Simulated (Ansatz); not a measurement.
CoBr₂⁺. Charge 1, multiplicity 1. Geometry r2SCAN-D4/def2-TZVP, that of the neutral doublet.

```xyz
3

Co    0.001    0.000   -0.002
Br   -0.702   -2.104   -0.020
Br    0.701    2.104    0.021
```

At PBE-D4/def2-TZVP an occupied level of the charge 1 singlet lies above an empty one (by up to 0.08 eV), so this SCF solution is probably not the lowest. This restricted singlet of an open-shell metal (gap down to -0.08 eV) wasn't tested against broken symmetry. The structure comes from a short search, and lower isomers may exist.

Task: Estimate the orbital energies around the gap (eV) in Ansatz with PBE-D4/def2-TZVP, PBE0-D4/def2-TZVP.

Result: 
```
orbital  PBE-D4/def2-TZVP  PBE0-D4/def2-TZVP
 HOMO−5            -14.54             -15.84
 HOMO−4            -13.98             -15.48
 HOMO−3            -13.98             -15.48
 HOMO−2            -12.67             -15.17
 HOMO−1            -12.49             -14.94
   HOMO            -12.49             -14.94
   LUMO            -12.56             -11.91
 LUMO+1            -12.56             -11.91
 LUMO+2             -6.53              -5.85
 LUMO+3             -4.81              -4.10
 LUMO+4             -4.81              -4.10
 LUMO+5             -2.81              -2.12
```
